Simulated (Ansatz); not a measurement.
```yaml
crystal:
  periodic: [false, false, false]
  atoms:
    - {symbol: F, position_ang: [-1.049389, -1.413620, 1.038457]}
    - {symbol: Zr, position_ang: [0.228800, -0.552056, -0.056411]}
    - {symbol: F, position_ang: [1.965229, -1.223835, 0.248866]}
    - {symbol: F, position_ang: [-0.306398, -0.803226, -1.852217]}
    - {symbol: Se, position_ang: [0.294929, 1.966930, 0.491525]}
    - {symbol: H, position_ang: [-1.133171, 2.025818, 0.129770]}
basis:
  gaussian: {orbitals: def2-TZVPD, final_grid: {core_spheres: 5, valence_spheres: 4, degree: 11}}
magnetization: {spin_polarized: true, initial_magnetization: 2}
hamiltonian: {xc: {name: HF}}
correlation: {active_space: {window: {electrons: 40, orbitals: 30}}}
```

```sh
$ ansatz run in.yaml --threads 4 --pin off --events-out ev --progress --plain --max-ram 10444MiB
```

**Question.** How does Ansatz answer? (Estimate.)

**Answer.** Ansatz gave: The program refused the input.
```
Error: invalid value for `correlation.active_space`: it starts from restricted Hartree–Fock orbitals; set hamiltonian.xc: hf without magnetization.spin_polarized
```
